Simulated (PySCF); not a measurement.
# Nb⁺ (niobium, charge +1): UHF calculation

Configuration: [Kr] 4d3 5p1, one real determinant (an excited configuration). All numbers are calculated (PySCF 2.14, scalar relativity through the core potential, in aug-cc-pwCVTZ-PP with ECP28MDF (8s8p7d4f3g, 122 functions)).

```json
{"Total energy": "-55.786148 hartree", "One-electron energy": "-91.1688 hartree", "Hartree (Coulomb) energy": "41.4878 hartree", "Exchange energy": "-6.1051 hartree", "⟨S²⟩": "6.0051", "⟨L²⟩": "14.069", "Sum of ⟨r⟩": "20.13 bohr", "Sum of ⟨r²⟩": "47.22 bohr²", "Traceless quadrupole moment −½Σ⟨3z² − r²⟩ along its main axis": "-7.68 e·bohr²"}
```

```csv
shell,electrons,mean orbital energy (hartree),spread (hartree),"rms radius, mean of both spins (bohr)"
4s α,1,-3.13127,0,1.25
4s β,1,-2.98639,0,1.25
4p α,3,-2.07927,0.00032,1.39
4p β,3,-1.88394,0.01128,1.39
4d α,3,-0.68584,0.00597,2.04
5p α,1,-0.33866,0,4.46
```

⟨L²⟩ = 14.07 against 20 for a pure G term, so this real determinant mixes terms. Energies and moments cover only the electrons outside the core potential.
